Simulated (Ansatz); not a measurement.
Mulliken charges of BrH$_{3}$O$_{3}$Sn (`[OH][Sn]([OH])([OH])[Br]`) from PBE/def2-TZVPP in Ansatz (PBE0-D4/def2-TZVP geometry).

```tsv
atom	x (Å)	y (Å)	z (Å)	charge (e)
O1	-0.766	1.055	1.264	-0.479
Sn2	-0.051	0.047	-0.234	1.161
O3	1.701	-0.613	0.278	-0.488
O4	-1.092	-1.537	-0.628	-0.481
Br5	-0.037	1.516	-2.196	-0.301
H6	-1.215	1.860	0.991	0.194
H7	2.142	-0.046	0.917	0.197
H8	-0.589	-2.338	-0.448	0.196
```

By hand: the dipole of these point charges (1 e Å = 4.8032 D).

Σ q r = (0.085, 0.025, 0.235) e Å, of length 0.251 e Å = 1.21 D.

How does the dipole of the full density compare? (Best estimate.)

Ansatz gave: (0.135, 0.134, 0.172) e Å, 1.23 D; the point charges give 0.98 times that, at 31° from its direction.

Point charges leave out the atoms' own dipoles, such as those of lone pairs, and Mulliken's split depends on the basis, so the two needn't agree.
